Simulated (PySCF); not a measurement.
**NMR parameters of [SnCl3]-**

[SnCl3]-, [Cl3Sn]-, point group C3v.

Bonds: Sn1-Cl2 2.490 Å, Sn1-Cl3 2.485 Å, Sn1-Cl4 2.483 Å.

Total charge -1.

GIAO calculations in PySCF 2.14 on the PBE0-D3(BJ)/def2-SVP structure: isolated species, scalar relativity only through the core potential, equivalent atoms averaged; basis pcSseg-1 (def2-TZVP on Sn).

(1) Give the isotropic shieldings (ppm) with KT2, PBE0.

(2) And the chemical shifts, against references computed in the same way?

(3) Which part of the shielding of Cl2/Cl3/Cl4 depends on the functional?

Results:

(1) 
```
             atoms            environment   KT2  PBE0
       Cl2/Cl3/Cl4  chlorine bonded to Sn   750   793
HOMO–LUMO gap (eV)                      –  4.49  6.21
```

(2) 
| atoms | nucleus, reference | KT2 | PBE0 |
| --- | --- | --- | --- |
| Cl2/Cl3/Cl4 | ³⁵Cl, HCl | 193 | 150 |

(3) Diamagnetic: KT2 1151, PBE0 1149 ppm; paramagnetic: KT2 -401, PBE0 -356 ppm. The diamagnetic part, set mainly by inner electrons, hardly moves; the paramagnetic part goes with low-lying magnetically allowed excitations and carries the spread.

Sn is described by an effective core potential, so it has no shielding of its own here; spin–orbit effects on the atoms bonded to it, which can be large, are absent, and the values of these neighbours are rough.
